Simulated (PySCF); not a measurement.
Gas-phase XPS of `F[SiH2]C/C=C\Cl`, computed

Species: C3H6ClFSi.
Geometry (GFN2-xTB, Å), atoms numbered from 1 in this order:
```
atom  x, y, z in Å
F1    -1.9085   -1.7232   -0.2368
Si2   -1.6843   -0.1328   -0.3789
C3    -0.2456    0.3152    0.7929
C4     0.9999   -0.3865    0.3883
C5     1.9304    0.1031   -0.4156
Cl6    1.8342    1.6853   -1.1022
H7    -1.3489    0.0738   -1.7765
H8    -2.9345    0.4640    0.0663
H9    -0.0869    1.3925    0.7713
H10   -0.5080    0.0340    1.8133
H11    1.1332   -1.3941    0.7555
H12    2.8202   -0.4319   -0.7035
```

Method used: delta-SCF UKS SCAN, pcX-2 on the ionised atom, pcseg-1 elsewhere, spin-free X2C in PySCF. Vertical ΔSCF values, vacuum level as zero.

Q: List the computed XPS lines with their assignment.

A: 
```csv
atom(s),bonded to,level,binding energy (eV),2p1/2 (eV),above the level's lowest (eV),count
Cl6,C,Cl 1s,2828.94,–,0.00,1
Si2,"F, C and 2 H",Si 1s,1847.73,–,0.00,1
F1,Si,F 1s,692.24,–,0.00,1
C5,"Cl, C (double bond) and H",C 1s,291.65,–,+0.91,1
C4,"C (double bond), C and H",C 1s,290.84,–,+0.10,1
C3,"C, 2 H and Si",C 1s,290.74,–,0.00,1
Cl6,C,Cl 2p3/2,206.33,207.98,0.00,1
Si2,"F, C and 2 H",Si 2p3/2,107.86,108.49,0.00,1
```

Lowest listed C 1s: C3, bonded to C, 2 H and Si. Highest, 0.91 eV above it: C5, bonded to Cl, C (double bond) and H. The widest gap between neighbouring values is 0.81 eV, between 290.84 and 291.65 eV. Summing the Pauling electronegativity differences to the bonded atoms, each weighted by its formal bond order, gives -1.35 for the lowest site and +0.26 for the highest; no listed site has a larger sum than the highest.

Q: What is the longest wavelength that can ionise C 1s of C5 vertically?

A: λ = hc/E = 12398.42 eV Å / 291.65 eV = 42.511 Å.

Q: Which effective nuclear charge Zeff reproduces each element's mean 1s value in the hydrogen-like formula E = 13.606 eV × Zeff²?

A: C (Z = 6): mean 291.1 eV, Zeff = 4.63, Z − Zeff = 1.37; F (Z = 9): mean 692.2 eV, Zeff = 7.13, Z − Zeff = 1.87; Si (Z = 14): mean 1847.7 eV, Zeff = 11.65, Z − Zeff = 2.35; Cl (Z = 17): mean 2828.9 eV, Zeff = 14.42, Z − Zeff = 2.58. Means run over the listed sites, weighted by atom count.

Spin–orbit coupling isn't in the SCF: each 2p doublet comes from a relaxed spin-free hole plus a matrix of the shell (mean-field spin–orbit coupling and the ground-state 2p splitting), with 2p3/2 averaged over its two sublevels. 2p1/2 minus 2p3/2 (ligand field included): Si 0.63 eV, Cl 1.65 eV. The structure is a single GFN2-xTB conformer in the gas phase; no vibrational or solvent corrections.
